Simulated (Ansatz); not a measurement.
Calculated with Ansatz (gas phase, PBE0-D4/def2-TZVP geometries, no zero-point term in ΔE). CCSD(T)/CBS adds triple-zeta CCSD(T) − MP2 to the extrapolated MP2 energy (def2 sets, frozen cores). This one scheme is used for every species, atoms too. DFT in def2-TZVPP. HSE06 is defined as in plane-wave codes. Open shells (•) are unrestricted, without spin–orbit coupling. Spin–orbit coupling would lower the free atoms: a little for F. def2 core potentials past Kr. For Sn outer-core shells are correlated without core-valence functions, so the limit isn't a true one: a few kJ/mol of doubt a bond, and 10 to 20 or more in all where bonds break to atoms.

`[F][SnH2][F]` + F• → `[F][SnH][F]`• + H–F  (hydrogen abstraction from the Sn–H bond)

```json
{"level": "revPBE-D4", "ΔE (kJ/mol)": "-282.2", "difference from CCSD(T)/CBS": "-19.5"}
{"level": "r2SCANh-D4", "ΔE (kJ/mol)": "-261.4", "difference from CCSD(T)/CBS": "1.3"}
{"level": "HSE06-D4", "ΔE (kJ/mol)": "-263.1", "difference from CCSD(T)/CBS": "-0.4"}
{"level": "ωB97M-V", "ΔE (kJ/mol)": "-260.1", "difference from CCSD(T)/CBS": "2.6"}
{"level": "revPBE", "ΔE (kJ/mol)": "-284.4", "difference from CCSD(T)/CBS": "-21.7"}
{"level": "PBE0", "ΔE (kJ/mol)": "-262.6", "difference from CCSD(T)/CBS": "0.1"}
{"level": "r2SCANh", "ΔE (kJ/mol)": "-261.7", "difference from CCSD(T)/CBS": "1.0"}
{"level": "HF/def2-SVP", "ΔE (kJ/mol)": "-139.8", "difference from CCSD(T)/CBS": "122.9"}
{"level": "MP2/def2-SVP", "ΔE (kJ/mol)": "-245.4", "difference from CCSD(T)/CBS": "17.3"}
{"level": "SCS-MP2/def2-TZVPP", "ΔE (kJ/mol)": "-256.2", "difference from CCSD(T)/CBS": "6.5"}
{"level": "CCSD(T)/CBS", "ΔE (kJ/mol)": "-262.7", "difference from CCSD(T)/CBS": "0"}
```

Largest T1 diagnostic among the species: 0.018.

From PBE to PBE0 (25 % exact exchange), in def2-TZVPP and without D4, ΔE moves by +31.9 kJ/mol. Leaving LDA and LC-ωPBE aside and taking each functional with its dispersion term where it has one, the values, not all of them listed here, spread over 65.1 kJ/mol, from PBE-D4 to BHLYP-D4. LDA lies −43.4 kJ/mol from PBE without D4.

CCSD(T)/CBS has its own doubt, a few kJ/mol and more with outer-core shells, so smaller differences from it don't rank the levels.
